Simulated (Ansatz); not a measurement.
The cluster Li₃N⁺ (the lowest doublet isomer of a short search) was relaxed with PBE0-D4 (def2-TZVP) in Ansatz in these states: charge +1 doublet, charge +1 quartet. The geometries follow in no particular order.

A:

```xyz
4

Li   -2.3039   -0.2688    0.0077
Li    1.4801   -0.8905    0.7125
Li    1.1993    1.2036   -0.7227
N    -0.3755   -0.0444    0.0025
```

B:

```xyz
4

Li    1.6243    0.6027   -0.5601
Li   -0.1835   -0.7052    1.6686
Li   -1.4409    0.1027   -1.1084
N     0.0001   -0.0001    0.0000
```

Problem. Judge from the bond lengths which geometry belongs to which state (an estimate).

Solution. A is the charge +1 quartet (Li2–N4 2.159 Å, Li3–N4 2.136 Å, Li1–N4 1.941 Å); B is the charge +1 doublet (Li2–N4 1.821 Å, Li3–N4 1.821 Å, Li1–N4 1.821 Å).

At PBE0-D4/def2-TZVP a doublet lies 2.72 eV below the charge +1 quartet. These are the stationary points nearest to one start from a short search; other shapes may lie lower in each state.
